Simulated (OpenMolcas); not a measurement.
Tc5+ among 6 point charges of -1.5 e arranged as a trigonal antiprism (D3d), with a polar angle of 50.9° against the regular 54.74°.

```json
{"Program": "OpenMolcas", "Method": "SS-CASPT2, IPEA 0.25 Eh, imaginary shift 0.1 Eh (closed shells correlated: 4s 4p)", "Basis": "ANO-RCC-VDZP [6s5p3d1f]", "Scalar Hamiltonian": "DKH2, point nucleus", "Active space": "2 electrons in 5 orbitals (4d)", "State averaging": "2S+1 = 3 even, 10 roots; 2S+1 = 1 even, 15 roots", "Spin-orbit coupling": "RASSI with atomic mean-field integrals over the reference wave functions"}
```

All point charges move together. At R = 1.77 Å the first state of the same spin is 1430 cm-1, and at R = 2.07 Å it is 470 cm-1.

A third run gives 860 cm-1. What distance was it run at?

With a power law R^-n the two known points give n = -ln(470 / 1430) / ln(2.07 / 1.77) = 7.11. Then R = 1.77 × (1430 / 860)^(1/7.11) = 1.901 Å. The run was at 1.92 Å, so the estimate is off by -0.019 Å.

Roots that are degenerate in the reference are averaged as groups; the widest CASPT2 spread within a group is 110 cm-1 (the 2-fold group of multiplicity 3 near 23000 cm-1 above the lowest state of its run, R = 1.77). Shifts and gaps below about the spread of the groups concerned are not significant. Free-ion shares, where given, are those of the reference states; single-state CASPT2 does not remix them. Spin-orbit coupling mixes the spin-free states strongly: the lowest level takes only 62 % from its leading state, 3A2 (figures for R = 1.92; the like holds for R = 2.07). Point charges carry no covalency, so the field is a model and not that of real ligands. No measured value stands beside these numbers.
